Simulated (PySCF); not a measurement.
Molecule: `C=C1C=C1OC=O`, C$_{5}$H$_{4}$O$_{2}$.

Geometry (Å), atoms numbered from 1 in this order:
```xyz
11

C    -2.404   -0.556   -0.266
C    -1.230   -0.038    0.001
C    -0.355    0.985    0.571
C     0.212   -0.046   -0.042
O     1.327   -0.677   -0.436
C     2.516   -0.126   -0.130
O     2.689    0.888    0.469
H    -3.310   -0.064    0.038
H    -2.501   -1.485   -0.800
H    -0.244    1.900    1.099
H     3.306   -0.780   -0.531
```

Frames of a GFN2-xTB Langevin trajectory at 600 K; GIAO PBE0/pcSseg-1 shieldings in PySCF 2.14, gas phase, non-relativistic; equivalent atoms averaged within each frame.

δ = σ(ref) − σ, references computed at the same level: TMS for $^{13}$C (σ = 186.93 ppm) and $^{1}$H (σ = 31.72 ppm); $^{17}$O (σ = 336.08 ppm) vs H2O. The references are static minima.

How do the shifts (ppm) fluctuate along the trajectory?

Answers


```
         time (fs)     C6     C4     C2     C3    C1     O7     O5   H11   H10    H9
               250  167.4  156.9  129.0  116.3  61.7  512.9  249.8  8.79  6.93  3.96
               425  161.9  150.2  137.2  116.1  74.4  485.8  250.8  8.83  5.97  5.13
               625  154.8  154.3  131.5  120.3  65.5  467.2  224.7  7.26  6.65  4.43
               800  170.3  158.8  127.2  117.3  74.1  538.8  256.0  8.70  6.70  4.42
              1000  161.0  166.3  126.2  116.6  63.1  507.3  240.7  9.04  7.76  3.65
    mean of frames  163.1  157.3  130.2  117.3  67.8  502.4  244.4  8.52  6.80  4.32
standard deviation    6.0    6.0    4.4    1.8   6.1   27.3   12.3  0.72  0.64  0.56
```

5 frames give an uncertainty of the mean of about the standard deviation over 2.2 at best, since frames this close in time may not be independent; classical motion lacks zero-point vibration, and the reference would need the same averaging.
